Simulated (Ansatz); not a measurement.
`[SiH3][SiH2]I` + `[NH2][GeH3]` → `[SiH3][SiH2][NH][GeH3]` + HI at 700 K and 1 bar (ligand exchange at the Si–I bond).

Program: Ansatz. Geometries: PBE0-D4/def2-TZVP. ΔE: electronic, gas phase. CBS: MP2 limit from def2 TZ/QZ plus the TZ coupled-cluster correction, frozen cores. Elements past krypton have def2 core potentials. For Ge, I outer-core shells are correlated without core-valence functions, which leaves a few kJ/mol of doubt a bond. Scalar relativity is left out up to krypton. Each species was taken in one conformer, which may not be the lowest.

```csv
species,CCSD(T)/CBS energy (Eh),H − E (kJ/mol),S (J/(mol·K))
`[SiH3][SiH2]I`,-878.63094,177.6,441.5
`[NH2][GeH3]`,-2133.81884,177.8,349.1
`[SiH3][SiH2][NH][GeH3]`,-2714.39913,313.8,557.1
HI,-298.03592,34.6,231.7
```

H − E and S are ideal-gas, rigid-rotor, harmonic terms from PBE0-D4/def2-TZVP, for one conformer and one mirror image of each species. 1 Eh = 2625.50 kJ/mol, R = 8.31446 J/(mol·K).

**Question.** By hand: ΔE, ΔH, ΔS and ΔG.

**Answer.** ΔE = (-2714.39913) + (-298.03592) − (-878.63094) − (-2133.81884) = 0.01473 Eh = 38.7 kJ/mol. Δ(H − E) = 313.8 + 34.6 − 177.6 − 177.8 = -7.0, so ΔH = 31.7 kJ/mol. ΔS = 557.1 + 231.7 − 441.5 − 349.1 = -1.8 J/(mol·K). ΔG = 31.7 − 700 × (-1.8)/1000 = 33.0 kJ/mol.

**Question.** By hand: the equilibrium constant, and the temperature at which ΔG would vanish if ΔH and ΔS stayed fixed.

**Answer.** log₁₀ K = −ΔG/(RT ln 10) = -2.5. ΔH and −TΔS have one sign here, so there is no such temperature.

The number of gas molecules stays the same, so ΔS is small and ΔH decides. A doubt of 5 kJ/mol in ΔE shifts log₁₀ K by 0.4 here. Other conformers and mirror images would add mixing entropy, several J/(mol·K) or more a flexible species. Modes under 60 cm⁻¹, often nearly free rotors, make the harmonic entropy too high. These are equilibria of isolated gas molecules and say nothing of rates. Largest T1 diagnostic: 0.012 (customary marks: 0.02 for closed shells, 0.045 for open ones).

ΔS is within the doubt of such terms, so its sign, and with it that verdict, could turn.
